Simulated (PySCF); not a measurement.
Input for PySCF: R-M06-2X/def2-TZVPP on ClHOPb (SMILES [OH][Pb][Cl]), a point of a torsion scan. Elements past Kr take the def2 small-core potentials; no spin–orbit coupling.

```python
from pyscf import gto, dft

mol = gto.M(
    atom='''
    O    -1.24512838    0.09593132   -0.08615756
    Pb    0.45648857    1.15150697   -0.63107465
    Cl    2.24645249   -0.57543863   -0.50862501
    H    -1.43845210   -0.65161794    0.47077899
    ''',
    basis='def2-tzvpp',
    ecp={'Pb': 'def2-tzvpp'},
    charge=0, spin=0, verbose=4, max_memory=1800)
mf = dft.RKS(mol, xc='m062x').density_fit(auxbasis='def2-universal-jkfit')
mf.grids.level = 4
mf.conv_tol = 1e-9
mf.max_cycle = 150
mf.kernel()
mf.dip_moment()
```

It printed:

```
PySCF version 2.14.0

[INPUT] verbose = 4
[INPUT] num. atoms = 4
[INPUT] num. electrons = 48
[INPUT] charge = 0
[INPUT] spin (= nelec alpha-beta = 2S) = 0
[INPUT] symmetry False subgroup None
[INPUT] Mole.unit = angstrom
[INPUT] Symbol           X                Y                Z      unit          X                Y                Z       unit  Magmom
[INPUT]  1 O     -1.245128380000   0.095931320000  -0.086157560000 AA   -2.352951628123   0.181283921568  -0.162814191961 Bohr   0.0
[INPUT]  2 Pb     0.456488570000   1.151506970000  -0.631074650000 AA    0.862638376294   2.176032803828  -1.192558252656 Bohr   0.0
[INPUT]  3 Cl     2.246452490000  -0.575438630000  -0.508625010000 AA    4.245179957947  -1.087421412195  -0.961161969004 Bohr   0.0
[INPUT]  4 H     -1.438452100000  -0.651617940000   0.470778990000 AA   -2.718280512305  -1.231379444453   0.889643356299 Bohr   0.0

nuclear repulsion = 155.361062557917
number of shells = 47
number of NR pGTOs = 216
number of NR cGTOs = 137
basis = def2-tzvpp
ecp = {'Pb': 'def2-tzvpp'}


******** <class 'pyscf.df.df_jk.DFRKS'> ********
method = DFRKS
initial guess = minao
damping factor = 0
level_shift factor = 0
DIIS = <class 'pyscf.scf.diis.CDIIS'>
diis_start_cycle = 1
diis_space = 8
diis_damp = 0
SCF conv_tol = 1e-09
SCF conv_tol_grad = None
SCF max_cycles = 150
direct_scf = False
XC library pyscf.dft.libxc version 7.1.2
    S. Lehtola, C. Steigemann, M. J. T. Oliveira, and M. A. L. Marques,  SoftwareX 7, 1–5 (2018)
XC functionals = m062x
    Y. Zhao and D. G. Truhlar,  Theor. Chem. Acc. 120, 215 (2008)
    Y. Zhao and D. G. Truhlar,  Theor. Chem. Acc. 120, 215 (2008)
radial grids:
    Treutler-Ahlrichs [JCP 102, 346 (1995); DOI:10.1063/1.469408] (M4) radial grids

becke partition: Becke, JCP 88, 2547 (1988); DOI:10.1063/1.454033
pruning grids: <function nwchem_prune>
grids dens level: 4
symmetrized grids: False
atomic radii adjust function: <function treutler_atomic_radii_adjust>
small_rho_cutoff = 0
Set gradient conv threshold to 3.16228e-05
Initial guess from minao.
tot grids = 106000
******** <class 'pyscf.df.df.DF'> ********
auxbasis = def2-universal-jkfit
init E= -696.626384084395
  HOMO = -0.675035191546345  LUMO = -0.550611543636192  gap/eV = 3.38574
cycle= 1 E= -728.179231855403  delta_E= -31.6  |g|= 1.83  |ddm|= 10.2
  HOMO = -0.138736302673064  LUMO = 0.0388879785190851  gap/eV = 4.83340
cycle= 2 E= -728.334714153321  delta_E= -0.155  |g|= 1.72  |ddm|= 5.25
  HOMO = -0.319812242582707  LUMO = -0.05723503159629  gap/eV = 7.14509
cycle= 3 E= -728.835253025072  delta_E= -0.501  |g|= 0.353  |ddm|= 1.94
  HOMO = -0.331374367287254  LUMO = -0.0681297316140379  gap/eV = 7.16325
cycle= 4 E= -728.852033376027  delta_E= -0.0168  |g|= 0.162  |ddm|= 0.313
  HOMO = -0.342131199355638  LUMO = -0.0682982378067807  gap/eV = 7.45137
cycle= 5 E= -728.856553993664  delta_E= -0.00452  |g|= 0.0265  |ddm|= 0.109
  HOMO = -0.340401139695055  LUMO = -0.0688264504386922  gap/eV = 7.38992
cycle= 6 E= -728.856670783591  delta_E= -0.000117  |g|= 0.0037  |ddm|= 0.0211
  HOMO = -0.341034631625645  LUMO = -0.0687237025410781  gap/eV = 7.40996
cycle= 7 E= -728.856676804637  delta_E= -6.02e-06  |g|= 0.00137  |ddm|= 0.00925
  HOMO = -0.340893754748022  LUMO = -0.0687365356866687  gap/eV = 7.40578
cycle= 8 E= -728.856677313203  delta_E= -5.09e-07  |g|= 0.000482  |ddm|= 0.00225
  HOMO = -0.340929814391349  LUMO = -0.0687482214829358  gap/eV = 7.40644
cycle= 9 E= -728.856677360154  delta_E= -4.7e-08  |g|= 0.000107  |ddm|= 0.000544
  HOMO = -0.340927872255923  LUMO = -0.0687465275031165  gap/eV = 7.40643
cycle= 10 E= -728.856677363701  delta_E= -3.55e-09  |g|= 3.41e-05  |ddm|= 0.00021
  HOMO = -0.340928797907976  LUMO = -0.0687431835658188  gap/eV = 7.40655
cycle= 11 E= -728.856677364068  delta_E= -3.67e-10  |g|= 9.16e-06  |ddm|= 4.31e-05
  HOMO = -0.340928708256516  LUMO = -0.0687439137870711  gap/eV = 7.40653
Extra cycle  E= -728.856677364107  delta_E= -3.92e-11  |g|= 7e-06  |ddm|= 1.9e-05
converged SCF energy = -728.856677364107
Dipole moment(X, Y, Z, Debye): -0.91063,  3.34987, -0.06982
```

The calculation finished and met its thresholds.

Cost: very roughly 29 core-seconds.
